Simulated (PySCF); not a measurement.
**Which determinant of SrI lies lowest?**

Unrestricted PBE0; Sr def2-SVP with ECP28, I def2-SVP with ECP28; scalar-relativistic core potentials (PySCF 2.14). Outer shells of the fragments: Sr 5s2; I 4d10 5s2 5p5.

Followed along the bond (rough minima from three points):

| 2Ms+1 | unpaired | ⟨S²⟩ at the start | R at minimum (Å) | Te (eV) |
| --- | --- | --- | --- | --- |
| 2 | σ ↑ | 0.75 | 3.01 | 0.00 |
| 2 | π ↑ | 0.75 | 2.99 | 1.57 |
| 4 | σ ↑, π ↑↑ | 3.75 | none in the scan | ≤ 4.85 |

Solutions found at the starting distance of 3.020 Å, counted from the lowest of them; the search is not exhaustive and high or unbound solutions are not listed, so other states can lie among these:

```json
{"2Ms+1": "2", "unpaired": "σ ↑", "term": "²Σ⁺", "E (eV)": "0.00", "⟨S²⟩": "0.75", "⟨Lz²⟩": "0.00", "μ (D)": "-5.40"}
{"2Ms+1": "2", "unpaired": "π ↑", "term": "²Π", "E (eV)": "1.57", "⟨S²⟩": "0.75", "⟨Lz²⟩": "1.00", "μ (D)": "-4.35"}
{"2Ms+1": "2", "unpaired": "δ ↑", "term": "²Δ", "E (eV)": "1.81", "⟨S²⟩": "0.75", "⟨Lz²⟩": "4.00", "μ (D)": "-8.96"}
{"2Ms+1": "4", "unpaired": "σ ↑, π ↑↑", "term": "mixed", "E (eV)": "5.12", "⟨S²⟩": "3.75", "⟨Lz²⟩": "2.02", "μ (D)": "2.18"}
{"2Ms+1": "4", "unpaired": "σ ↑↑, π ↑", "term": "mixed", "E (eV)": "5.18", "⟨S²⟩": "3.75", "⟨Lz²⟩": "2.13", "μ (D)": "5.09"}
{"2Ms+1": "4", "unpaired": "σ ↑, π ↑↑", "term": "mixed", "E (eV)": "5.22", "⟨S²⟩": "3.75", "⟨Lz²⟩": "2.01", "μ (D)": "4.26"}
{"2Ms+1": "4", "unpaired": "σ ↑, π ↑, δ ↑", "term": "mixed", "E (eV)": "5.31", "⟨S²⟩": "3.75", "⟨Lz²⟩": "5.00", "μ (D)": "2.68"}
{"2Ms+1": "4", "unpaired": "σ ↑, π ↑, δ ↑", "term": "mixed", "E (eV)": "5.32", "⟨S²⟩": "3.75", "⟨Lz²⟩": "4.84", "μ (D)": "2.82"}
```

A term symbol is given only where ⟨S²⟩ and ⟨Lz²⟩ are close to those of a pure state; real π, δ and φ orbitals otherwise mix terms. A positive dipole means Sr(−)I(+).

Spin–orbit coupling is left out. Counting both spins, an empty level lies below a filled one in some of these solutions, because spin and occupation are held.
